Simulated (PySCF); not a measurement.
Q: What does the PBE0-D3(BJ)/def2-SVP structure of Ta(NEt)(OH)3 (`CC[N]=[Ta]([OH])([OH])[OH]`) look like in three dimensions? (Singlet state.)

A: 
```xyz
15
C2H8NO3Ta angstrom
Ta    -0.1905   -0.3629   -1.5742
N     -0.1896   -0.3695    0.1971
C     -0.1096   -0.3258    1.6152
C      0.5303    0.9580    2.1264
H     -1.1203   -0.4324    2.0549
H      0.4716   -1.1935    1.9814
H      0.5844    0.9605    3.2264
H      1.5493    1.0683    1.7260
H     -0.0540    1.8358    1.8097
O      1.6333   -0.0224   -2.1093
H      1.9873    0.0443   -3.0008
O     -1.3610    1.0119   -2.2155
H     -1.8940    1.6905   -1.7955
O     -0.8099   -2.0594   -2.2147
H     -1.0601   -2.8796   -1.7833
```

Any rigid rotation of these coordinates is as good. Atoms count from 1 in this order. Ta1 (tantalum bonded to N and 3 O) is tetrahedral (angles from 106.1° to 111.6°).

Bonds between heavy atoms (Å): Ta1–N2 1.771, Ta1–O10 1.931, Ta1–O12 1.916, Ta1–O14 1.916, N2–C3 1.421, C3–C4 1.523.

The calculation used PBE0-D3(BJ)/def2-SVP geometry optimisation, gas phase, def2 core potentials past Kr in PySCF 2.14.0.

Point group: C1 (no symmetry element, even within 0.4 Å). No frequency check. Torsions: N2–Ta1–O10–H 180°, N2–Ta1–O12–H 3°, N2–Ta1–O14–H -4°.
